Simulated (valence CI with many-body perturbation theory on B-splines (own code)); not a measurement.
Ce XXV: key properties

Level of theory: valence CI with perturbative core correlation (CI+MBPT): six valence electrons over a frozen Dirac-Fock core [Ar] 3d10, a basis of 9 s, 9 p, 8 d, 6 f, 3 g, 1 h functions for each j, with the one-electron correlation potential Σ1, the two-electron term Σ2, the three-electron term Σ3, Breit, model QED; selected CI, second order for the rest, scaled by the run's own slope (own B-spline code, finite nucleus).

No measured levels were compared; by estimate levels hold to about 250 cm⁻¹ or 0.2 % of their energy and the worst to 1 %, as in measured heavy ions of charge 2 to 7; those with d or f electrons hold less well. Among the levels kept, up to 700 cm⁻¹ of a level comes from second order outside the variational space, and about a tenth of that is noise between levels of different J, which matters for small intervals.

Levels are named by their leading jj configuration (3d3/2^4 stands for four electrons in 3d with j = 3/2), which in mixed levels can hold well under half, so a name can repeat and another be missing.

Rates and lifetimes use the calculated energies. Strong lines usually hold to 10 to 20 %, long lifetimes can be off by a factor of two.

(1) What is the ground level?

(2) What is the ionisation energy?

(3) What are the static dipole polarisabilities of the lowest levels?

(4) Name the longest-lived excited levels whose lifetime is computed, and their main decay.

(5) Among levels below 144.64 eV, which E1 lines absorb most strongly from the ground level?

Answers

(1) (4s^2 4p1/2^2 4p3/2^2) J=2, composition 73 % 4s2 4p4 3P + 25 % 4s2 4p4 1D, g = 1.369.

(2) 825.87 eV; NIST lists 824 ± 4 eV (theoretical).

(3) (4s^2 4p1/2^2 4p3/2^2) J=2 0.152 (tensor 0.0026); (4s^2 4p1/2^2 4p3/2^2) J=0 0.152; (4s^2 4p1/2 4p3/2^3) J=1 0.161 (tensor -0.0049); (4s^2 4p1/2 4p3/2^3) J=2 0.161 (tensor -0.012) bohr³, of which the core gives 0.00774.

(4) (4s^2 4p1/2^2 4p3/2^2) J=0 at 5.69 eV lives 407 ms, mostly by E2 to (4s^2 4p1/2^2 4p3/2^2) J=2; (4s^2 4p1/2^2 4p3/2 4d5/2) J=4 at 102.81 eV lives 579 μs, mostly by M2 to (4s^2 4p1/2^2 4p3/2^2) J=2; (4s^2 4p1/2 4p3/2^2 4d5/2) J=4 at 126.83 eV lives 53.8 μs, mostly by M1 to (4s^2 4p1/2^2 4p3/2 4d5/2) J=4.

(5) to (4s^2 4p1/2 4p3/2^2 4d3/2) J=3 at 9.193 nm, f = 0.933; to (4s^2 4p1/2 4p3/2^2 4d5/2) J=2 at 9.331 nm, f = 0.325; to (4s^2 4p1/2 4p3/2^2 4d5/2) J=3 at 8.888 nm, f = 0.252.
